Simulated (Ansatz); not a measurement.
Reaction (formal exchange of groups at a B–F bond): `CNB(F)F` + `[SiH3]Cl` → `CNB(F)[SiH2]Cl` + H–F

Computed with Ansatz on PBE0-D4/def2-TZVP structures; ΔE is electronic, products minus reactants. CCSD(T)/CBS is the MP2 limit (def2-TZVPP, def2-QZVPP) plus CCSD(T) − MP2 in def2-TZVPP, frozen cores. This one scheme is used for every species. One conformer a species, not always the lowest.

| species | CCSD(T)/CBS(def2) energy (Eh) |
| --- | --- |
| `CNB(F)F` | -319.70892 |
| `[SiH3]Cl` | -750.69636 |
| `CNB(F)[SiH2]Cl` | -969.95487 |
| H–F | -100.39570 |

Task: Work out ΔE.

Result: ΔE = (-969.95487) + (-100.39570) − (-319.70892) − (-750.69636) = 0.05471 Eh = +34.3 kcal/mol.

Largest T1 diagnostic among the species: 0.012.

The D4 term adds −2.5 kcal/mol with B3LYP and −1.4 kcal/mol with PBE0; it sums over pairs of atoms, weighted by their polarisabilities, and B3LYP, whose exchange is more repulsive, gets the larger term. In def2-TZVPP, CCSD(T) changes the Hartree–Fock value by −9.5 kcal/mol (the triples alone add −1.4 kcal/mol) and MP2 by −9.4 kcal/mol. From PBE to PBE0 (25 % exact exchange), in def2-TZVPP and without D4, ΔE moves by +1.9 kcal/mol.

B3LYP here is the variant with VWN-RPA as its local correlation; programs differ in this.
